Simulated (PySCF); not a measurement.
Coordinates in bohr (charge -1 multiplicity 1):
```
Br    0.0000    0.0000    0.0000
H     3.2896    0.0000    0.0000
H    -3.2896    0.0000    0.0000
H     0.0000    3.2896    0.0004
H     0.0000   -3.2896   -0.0004
```

Method: PBE0/[Br def2-TZVPD, H def2-TZVPD], no relativity, density fitting, PySCF.

This geometry of [BrH4]- is a stationary point at this level.

(1) What is the point group?

(2) Is it a minimum?

(3) What are the dipole moment and the gap between the highest occupied and lowest empty levels?

(4) Give the atomic charges and bond orders.

(5) Give the ideal-gas entropy at 298.15 K and 1 bar by parts.

Answers

(1) D4h.

(2) Yes: all harmonic wavenumbers are real.

(3) 0.00 D about the centre of mass and 3.96 eV.

(4) 
```tsv
atom	Mulliken	Löwdin	polar tensor	Mayer order to Br1
Br1	-1.72	-0.07	1.30	–
H2,3,4,5	0.18	-0.23	-0.58	0.93
```

(5) translation 164.0, rotation 56.7, vibration 9.6, spin 0.0; total 230.2 J/(mol K).

This need not be the most stable arrangement of these atoms. The lowest empty level of this anion is unbound, so it and the gap depend on the basis.
